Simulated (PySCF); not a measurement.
C5H11O2Si (doublet state).
Structure used (GFN2-xTB), in Å, numbered top down from 1:
```xyz
19
C5H11O2Si angstrom
Si     3.4797    0.9658   -0.2551
O      1.8874    0.8508    0.0205
C      1.1424   -0.2868    0.3682
C     -0.3184    0.1014    0.5386
C     -1.0034    0.5339   -0.7601
C     -2.4727    0.2721   -0.4377
O     -2.5061   -0.8208    0.4692
C     -1.2088   -1.0665    0.9782
H      3.9048    0.1631   -1.3948
H      4.2700    0.6961    0.9390
H      1.2439   -1.0498   -0.4144
H      1.5271   -0.7087    1.3056
H     -0.3769    0.9135    1.2692
H     -0.8087    1.5723   -1.0157
H     -0.6726   -0.1026   -1.5825
H     -3.0654    0.0060   -1.3168
H     -2.9307    1.1482    0.0423
H     -0.8309   -2.0121    0.5615
H     -1.2706   -1.1667    2.0656
```

The hyperfine couplings belong to this conformer and change with its torsions.

As a line formula: `C1[C@H](CCO1)CO[SiH2]` [radical].

Method used: PySCF, UKS B3LYP, pcH-1 on C H O Si, non-relativistic, mean-field spin-orbit, GIAO. One conformer (not necessarily the lowest) at the GFN2-xTB geometry, without solvent, vibrations or thermal averaging. GFN2-xTB frequencies show an imaginary mode (44i cm⁻¹), so this geometry is no minimum at that level. The geometry wasn't refined by DFT: couplings that depend on bond lengths, twists or pyramidal angles can differ widely from those at the functional's own minimum, by a factor of two or more for some ions and for spin on atoms past the first row. Stability of the SCF solution: not tested.

Principal values of hyperfine tensors in MHz (contact, dipolar and spin–orbit terms together), for some of the nuclei:

```
atom  isotope       A1       A2       A3
 Si1     29Si  -776.30  -525.48  -525.28
  O2      17O   -87.59   -73.40   -72.44
  H9       1H    60.80    71.26    78.68
  C3      13C    33.16    33.26    41.83
 H11       1H    -4.58    -3.26     1.79
 H12       1H    -4.56    -3.18     1.83
  C8      13C     0.75     0.75     1.19
  C4      13C    -1.18    -1.09    -0.10
```

Task: Split each tensor into its isotropic and traceless parts, and turn a_iso into mT with g = 2.0026.

Result: a_iso = (A1 + A2 + A3)/3, Ti = Ai − a_iso; 1 mT corresponds to 28.028 MHz. The tensors hold a spin–orbit part: the run splits a_iso into a_FC + a_SO, and T includes its anisotropic share.

| atom | a_iso (MHz) | a_FC | a_SO | a_iso (mT) | T1 | T2 | T3 |
| --- | --- | --- | --- | --- | --- | --- | --- |
| Si1 | -609.02 | -610.08 | 1.06 | -21.729 | -167.28 | 83.54 | 83.74 |
| O2 | -77.81 | -77.75 | -0.06 | -2.776 | -9.78 | 4.41 | 5.37 |
| H9 | 70.24 | 70.23 | 0.01 | 2.506 | -9.45 | 1.01 | 8.43 |
| C3 | 36.08 | 36.09 | -0.01 | 1.287 | -2.92 | -2.82 | 5.74 |
| H11 | -2.02 | -2.02 | 0.00 | -0.072 | -2.56 | -1.25 | 3.81 |
| H12 | -1.97 | -1.97 | 0.00 | -0.070 | -2.59 | -1.21 | 3.80 |
| C8 | 0.90 | 0.90 | 0.00 | 0.032 | -0.15 | -0.15 | 0.30 |
| C4 | -0.79 | -0.79 | 0.00 | -0.028 | -0.39 | -0.30 | 0.69 |

Task: What spin density at the nucleus of C3 lies behind its contact coupling (g_N = 1.40482)?

Result: a_FC = 800.24 MHz bohr³ × g_N × ρ(0)/(2S). With a_FC = 36.09 MHz and 2S = 1, ρ(0) = 0.0321 bohr⁻³.

Task: H10 (1H, g_N = 5.58569) isn't in the table. Its spin density at the nucleus is 0.01609 bohr⁻³. What is its contact coupling?

Result: By the same relation, a_FC = 71.9 MHz. Its full tensor has the principal values 62.48, 72.98, 80.32 MHz.

Task: Which nucleus of the table has the largest anisotropic coupling, and what is its form?

Result: Si1: -167.3, 83.5, 83.7 MHz (the dipolar term alone has -166.3, 82.9, 83.3), axial, in the ratio +1:+1:−2, the form that spin in one p orbital centred on that nucleus gives (the nuclear moment is negative).

Task: What first-order splitting does H9 cause when the field lies along A1, A2 or A3 of its tensor (g taken as isotropic, no quadrupole term)?

Result: 2 lines (I = 1/2), spaced by |A_i|/(g × 13.996): 2.17, 2.54, 2.81 mT along the axes of A1, A2 and A3.

On an Intel Xeon Platinum 8375C at 2.90 GHz with one thread (shared host), this took 3.1 min wall (with the writing of density and orbital grids) and 1.0 GiB of memory at its peak.
